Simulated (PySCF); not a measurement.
Zn(Me)(SH), SMILES [SH][Zn][CH3] (CH4SZn), singlet, B3LYP/def2-SVP optimised geometry.

```
7

Zn     0.04     0.13     0.00
C     -1.91     0.16     0.01
H     -2.31    -0.67     0.62
H     -2.31     0.07    -1.01
H     -2.27     1.10     0.45
S      2.25     0.13     0.00
H      2.31    -1.10    -0.57
```

Density from B3LYP/def2-TZVP run with PySCF at that geometry.

Minimum of the electron density along straight lines between bonded atoms, close to the bond critical point (lines longer than 1.1 times the sum of covalent radii, or with two minima, are not listed):

| bond | length / Å | ρ at the minimum / e bohr⁻³ | ∇²ρ there / e bohr⁻⁵ | position (fraction from the first atom) |
|---|---|---|---|---|
| Zn1–C2 | 1.951 | 0.112 | 0.22 | 0.49 |
| C2–H3 | 1.102 | 0.267 | -0.87 | 0.64 |
| C2–H4 | 1.102 | 0.267 | -0.87 | 0.64 |
| C2–H5 | 1.102 | 0.267 | -0.87 | 0.64 |
| Zn1–S6 | 2.206 | 0.090 | 0.19 | 0.45 |
| S6–H7 | 1.356 | 0.206 | -0.56 | 0.64 |
